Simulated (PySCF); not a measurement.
PySCF input (HF/def2-TZVP):

```python
import numpy as np, basis_set_exchange as bse
from pyscf import gto, scf, dft, df
from pyscf.prop.polarizability import rhf as pol

basis = {'C': gto.basis.parse(bse.get_basis('def2-TZVP', elements=['C'], fmt='nwchem')), 'F': gto.basis.parse(bse.get_basis('def2-TZVP', elements=['F'], fmt='nwchem'))}
mol = gto.M(
    atom='''
    F    -1.02012856   -0.25279695    0.03047619
    C    -0.03126398    0.59606588    0.00107136
    F     1.04097121   -0.14458031   -0.03119043
    ''',
    basis=basis,
    charge=0,
    verbose=4,
    max_memory=2160,
)
mf = scf.RHF(mol)
mf = mf.density_fit(auxbasis=df.autoaux(mol))
mf.conv_tol = 1e-9
mf.max_cycle = 100
print('smallest overlap eigenvalue', np.linalg.eigvalsh(mol.intor('int1e_ovlp'))[0])
mf.kernel()
dip = mf.dip_moment()
p = pol.Polarizability(mf)
p.max_cycle_cphf = 60
alpha = p.polarizability()
print('polarisability/bohr^3', alpha.trace() / 3)
```

Output:

```
PySCF version 2.14.0

[INPUT] verbose = 4
[INPUT] num. atoms = 3
[INPUT] num. electrons = 24
[INPUT] charge = 0
[INPUT] spin (= nelec alpha-beta = 2S) = 0
[INPUT] symmetry False subgroup None
[INPUT] Mole.unit = angstrom
[INPUT] Symbol           X                Y                Z      unit          X                Y                Z       unit  Magmom
[INPUT]  1 F     -1.020128560000  -0.252796950000   0.030476190000 AA   -1.927763590247  -0.477717000625   0.057591652420 Bohr   0.0
[INPUT]  2 C     -0.031263980000   0.596065880000   0.001071360000 AA   -0.059080359764   1.126401265398   0.002024576981 Bohr   0.0
[INPUT]  3 F      1.040971210000  -0.144580310000  -0.031190430000 AA    1.967150490457  -0.273217188905  -0.058941370407 Bohr   0.0

nuclear repulsion = 64.6006134041705
number of shells = 33
number of NR pGTOs = 138
number of NR cGTOs = 93
basis = {'C': [[0, [13575.349682, 0.00022245814352], [2035.233368, 0.0017232738252], [463.22562359, 0.0089255715314], [131.20019598, 0.035727984502], [42.853015891, 0.11076259931], [15.584185766, 0.24295627626]], [0, [6.2067138508, 0.41440263448], [2.5764896527, 0.23744968655]], [0, [0.57696339419, 1.0]], [0, [0.22972831358, 1.0]], [0, [0.095164440028, 1.0]], [1, [34.697232244, 0.0053333657805], [7.9582622826, 0.035864109092], [2.3780826883, 0.14215873329], [0.81433208183, 0.34270471845]], [1, [0.28887547253, 0.46445822433]], [1, [0.10056823671, 0.24955789874]], [2, [1.097, 1.0]], [2, [0.318, 1.0]], [3, [0.761, 1.0]]], 'F': [[0, [35479.100441, 0.00021545014888], [5318.4728983, 0.0016700686527], [1210.4810975, 0.0086733211476], [342.8551814, 0.035049933175], [112.01943181, 0.11165320133], [40.714740248, 0.25988506647]], [0, [16.039678111, 0.3942296688], [6.503818674, 0.24998238551]], [0, [1.5440477509, 1.0]], [0, [0.61223452862, 1.0]], [0, [0.24027979698, 1.0]], [1, [80.233900483, 0.0063685999134], [18.594010743, 0.04430314353], [5.6867902653, 0.16867248708], [1.9511006294, 0.36166346255]], [1, [0.66970211298, 0.44202901491]], [1, [0.2165130041, 0.2431987573]], [2, [3.107, 1.0]], [2, [0.855, 1.0]], [3, [1.917, 1.0]]]}
ecp = {}
ETB for F: l = 0, exps = 0.4330260082 * 1.8^n , n = 0..15
ETB for F: l = 1, exps = 0.4330260082 * 1.8^n , n = 0..12
ETB for F: l = 2, exps = 0.4330260082 * 1.8^n , n = 0..11
ETB for F: l = 3, exps = 1.0715130041 * 2.2^n , n = 0..6
ETB for F: l = 4, exps = 1.71 * 2.2^n , n = 0..2
ETB for C: l = 0, exps = 0.190328880056 * 1.8^n , n = 0..15
ETB for C: l = 1, exps = 0.195732676738 * 1.8^n , n = 0..12
ETB for C: l = 2, exps = 0.20113647342 * 1.8^n , n = 0..11
ETB for C: l = 3, exps = 0.41856823671 * 2.2^n , n = 0..6
ETB for C: l = 4, exps = 0.636 * 2.2^n , n = 0..2
smallest overlap eigenvalue 0.0023143713519289265

******** <class 'pyscf.df.df_jk.DFRHF'> ********
method = DFRHF
initial guess = minao
damping factor = 0
level_shift factor = 0
DIIS = <class 'pyscf.scf.diis.CDIIS'>
diis_start_cycle = 1
diis_space = 8
diis_damp = 0
SCF conv_tol = 1e-09
SCF conv_tol_grad = None
SCF max_cycles = 100
direct_scf = False
Set gradient conv threshold to 3.16228e-05
Initial guess from minao.
******** <class 'pyscf.df.df.DF'> ********
auxbasis = {'F': [[0, [np.float64(2921.470854913222), 1]], [0, [np.float64(1623.0393638406788), 1]], [0, [np.float64(901.6885354670437), 1]], [0, [np.float64(500.9380752594688), 1]], [0, [np.float64(278.29893069970484), 1]], [0, [np.float64(154.6105170553916), 1]], [0, [np.float64(85.89473169743977), 1]], [0, [np.float64(47.71929538746654), 1]], [0, [np.float64(26.51071965970363), 1]], [0, [np.float64(14.728177588724238), 1]], [0, [np.float64(8.182320882624577), 1]], [0, [np.float64(4.54573382368032), 1]], [0, [np.float64(2.5254076798224), 1]], [0, [np.float64(1.403004266568), 1]], [0, [np.float64(0.77944681476), 1]], [0, [np.float64(0.4330260082), 1]], [1, [np.float64(500.9380752594688), 1]], [1, [np.float64(278.29893069970484), 1]], [1, [np.float64(154.6105170553916), 1]], [1, [np.float64(85.89473169743977), 1]], [1, [np.float64(47.71929538746654), 1]], [1, [np.float64(26.51071965970363), 1]], [1, [np.float64(14.728177588724238), 1]], [1, [np.float64(8.182320882624577), 1]], [1, [np.float64(4.54573382368032), 1]], [1, [np.float64(2.5254076798224), 1]], [1, [np.float64(1.403004266568), 1]], [1, [np.float64(0.77944681476), 1]], [1, [np.float64(0.4330260082), 1]], [2, [np.float64(278.29893069970484), 1]], [2, [np.float64(154.6105170553916), 1]], [2, [np.float64(85.89473169743977), 1]], [2, [np.float64(47.71929538746654), 1]], [2, [np.float64(26.51071965970363), 1]], [2, [np.float64(14.728177588724238), 1]], [2, [np.float64(8.182320882624577), 1]], [2, [np.float64(4.54573382368032), 1]], [2, [np.float64(2.5254076798224), 1]], [2, [np.float64(1.403004266568), 1]], [2, [np.float64(0.77944681476), 1]], [2, [np.float64(0.4330260082), 1]], [3, [np.float64(121.48804153960967), 1]], [3, [np.float64(55.221837063458935), 1]], [3, [np.float64(25.10083502884497), 1]], [3, [np.float64(11.409470467656805), 1]], [3, [np.float64(5.186122939844001), 1]], [3, [np.float64(2.3573286090200005), 1]], [3, [np.float64(1.0715130041), 1]], [4, [np.float64(8.2764), 1]], [4, [np.float64(3.762), 1]], [4, [np.float64(1.71), 1]]], 'C': [[0, [np.float64(1284.0805526744764), 1]], [0, [np.float64(713.3780848191536), 1]], [0, [np.float64(396.32115823286307), 1]], [0, [np.float64(220.1784212404795), 1]], [0, [np.float64(122.3213451335997), 1]], [0, [np.float64(67.95630285199984), 1]], [0, [np.float64(37.75350158444436), 1]], [0, [np.float64(20.97416754691353), 1]], [0, [np.float64(11.65231530384085), 1]], [0, [np.float64(6.473508502133805), 1]], [0, [np.float64(3.5963936122965583), 1]], [0, [np.float64(1.9979964512758654), 1]], [0, [np.float64(1.109998028486592), 1]], [0, [np.float64(0.61666557138144), 1]], [0, [np.float64(0.3425919841008), 1]], [0, [np.float64(0.190328880056), 1]], [1, [np.float64(226.42970282106376), 1]], [1, [np.float64(125.79427934503539), 1]], [1, [np.float64(69.88571074724189), 1]], [1, [np.float64(38.82539485957883), 1]], [1, [np.float64(21.569663810877127), 1]], [1, [np.float64(11.983146561598403), 1]], [1, [np.float64(6.657303645332446), 1]], [1, [np.float64(3.698502025184692), 1]], [1, [np.float64(2.0547233473248285), 1]], [1, [np.float64(1.141512970736016), 1]], [1, [np.float64(0.63417387263112), 1]], [1, [np.float64(0.3523188181284), 1]], [1, [np.float64(0.195732676738), 1]], [2, [np.float64(129.2672135564711), 1]], [2, [np.float64(71.81511864248395), 1]], [2, [np.float64(39.8972881347133), 1]], [2, [np.float64(22.165160074840724), 1]], [2, [np.float64(12.313977819355957), 1]], [2, [np.float64(6.841098788531086), 1]], [2, [np.float64(3.800610438072826), 1]], [2, [np.float64(2.111450243373792), 1]], [2, [np.float64(1.1730279129854402), 1]], [2, [np.float64(0.6516821738808), 1]], [2, [np.float64(0.362045652156), 1]], [2, [np.float64(0.20113647342), 1]], [3, [np.float64(47.457226495629094), 1]], [3, [np.float64(21.571466588922313), 1]], [3, [np.float64(9.805212085873778), 1]], [3, [np.float64(4.456914584488081), 1]], [3, [np.float64(2.0258702656764003), 1]], [3, [np.float64(0.920850120762), 1]], [3, [np.float64(0.41856823671), 1]], [4, [np.float64(3.0782400000000005), 1]], [4, [np.float64(1.3992000000000002), 1]], [4, [np.float64(0.636), 1]]]}
init E= -236.999580181402
  HOMO = -0.275399115002585  LUMO = 0.0208507744441917  gap/eV = 8.06137
cycle= 1 E= -236.676846093933  delta_E= 0.323  |g|= 0.67  |ddm|= 1.49
  HOMO = -0.539062838285446  LUMO = 0.00103849565117287  gap/eV = 14.69691
cycle= 2 E= -236.741964371382  delta_E= -0.0651  |g|= 0.403  |ddm|= 0.679
  HOMO = -0.489078616126704  LUMO = 0.0670057424028272  gap/eV = 15.13183
cycle= 3 E= -236.766299060014  delta_E= -0.0243  |g|= 0.0598  |ddm|= 0.172
  HOMO = -0.476921015770852  LUMO = 0.0826439651138564  gap/eV = 15.22654
cycle= 4 E= -236.767351648358  delta_E= -0.00105  |g|= 0.0198  |ddm|= 0.0617
  HOMO = -0.479238758674711  LUMO = 0.0820552126641196  gap/eV = 15.27359
cycle= 5 E= -236.767584553602  delta_E= -0.000233  |g|= 0.00427  |ddm|= 0.0393
  HOMO = -0.479054607958673  LUMO = 0.0818409497292656  gap/eV = 15.26275
cycle= 6 E= -236.767598651869  delta_E= -1.41e-05  |g|= 0.000844  |ddm|= 0.00893
  HOMO = -0.478934643831124  LUMO = 0.0819543066211743  gap/eV = 15.26257
cycle= 7 E= -236.767599138195  delta_E= -4.86e-07  |g|= 0.000189  |ddm|= 0.00131
  HOMO = -0.478932889544705  LUMO = 0.0819260550465799  gap/eV = 15.26175
cycle= 8 E= -236.767599156677  delta_E= -1.85e-08  |g|= 2.88e-05  |ddm|= 0.000226
  HOMO = -0.478930811611633  LUMO = 0.0819270411652582  gap/eV = 15.26172
cycle= 9 E= -236.767599157192  delta_E= -5.15e-10  |g|= 4.85e-06  |ddm|= 4.26e-05
  HOMO = -0.478931453172585  LUMO = 0.0819263106264962  gap/eV = 15.26172
Extra cycle  E= -236.767599157202  delta_E= -1.01e-11  |g|= 1.92e-06  |ddm|= 5.63e-06
converged SCF energy = -236.767599157202
Dipole moment(X, Y, Z, Debye):  0.01696, -0.32329, -0.00058
Isotropic polarizability 13.1373459174
Polarizability anisotropy 3.55621359496
polarisability/bohr^3 13.13734591739986
```
